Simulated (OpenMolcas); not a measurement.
## P III: effect of the active space

```yaml
Program: OpenMolcas 26.06
Method: CASSCF
Basis: ANO-L-VQZP
Scalar_Hamiltonian: non-relativistic, point nucleus
Spin-orbit_coupling: RASSI with atomic mean-field integrals over the reference wave functions, term energies averaged over their components
```

A. 3 electrons in 4 orbitals (3s 3p); 2S+1 = 4 odd, 1 root; 2S+1 = 2 odd, 8 roots (3 in the spin-orbit step); 2S+1 = 4 even, 3 roots; 2S+1 = 2 even, 9 roots; cost roughly 17 core-seconds
B. 3 electrons in 8 orbitals (3s 3p 4s 4p); 2S+1 = 2 odd, 11 roots; 2S+1 = 4 odd, 1 root kept (CI in the orbitals of an earlier block); 2S+1 = 2 even, 7 roots; 2S+1 = 4 even, 3 roots kept (CI in the orbitals of an earlier block); cost about 19 core-seconds

Energies in cm-1 above 3s2 3p 2P* 1/2, the measured ground level; measured values from Martin, Zalubas and Musgrove, J. Phys. Chem. Ref. Data 14, 751 (1985).

```tsv
Level	A	B	Measured
3s2 3p 2P* 1/2	0.0	0.0	0.0
3s2 3p 2P* 3/2	485	483	559
3s 3p2 4P 1/2	49144	49792	56922
3s 3p2 4P 3/2	49317	49971	57126
3s 3p2 4P 5/2	49600	50264	57454
3s 3p2 2D 3/2	85823	85290	
3s 3p2 2D 5/2	85825	85335
```

Deviations, from unrounded energies. A percentage is the sum of absolute deviations over the sum of measured energies, with the sign that they share, or ± where signs differ.

| Against measurement | Levels | A | B |
| --- | --- | --- | --- |
| mean absolute deviation (cm-1) | 4 | 5900 | 5400 |
| fine structure of the ground term (%) | 1 | -13.2 | -13.6 |
| other configurations (%) | 3 | -13.7 | -12.5 |

B lies closest to measurement on these levels. The largest miss of B in the table is 3s 3p2 4P 5/2, by -7200 cm-1. The ranking rests on the paired levels alone, and a cruder setting can come out closer through cancelling errors.

Between A and B the level of the table that moves most is 3s 3p2 4P 5/2, by 660 cm-1 (lowest in A, highest in B).

Terms of s pⁿ other than that of highest spin mix with s² pⁿ⁻² d, which this space lacks; all of them can be thousands of cm-1 off, and some have no real level of that name. Terms from blocks run as CI alone lack orbitals of their own (holds for B). The run also gave levels led by 3s2 4p, 3s2 4s, which use shells meant for correlation; these and all levels above them are left out (holds for B). Measured partners are found by configuration, term and J. A level has none where our copy of the source lacks it or the pairing is in doubt (some pairs that miss far off the trend of their configuration count as doubtful), and it then counts in no deviation. Levels of configurations outside the active space are missing. Levels that lie high or do not pair safely by name in every column are left out.

* marks odd parity.
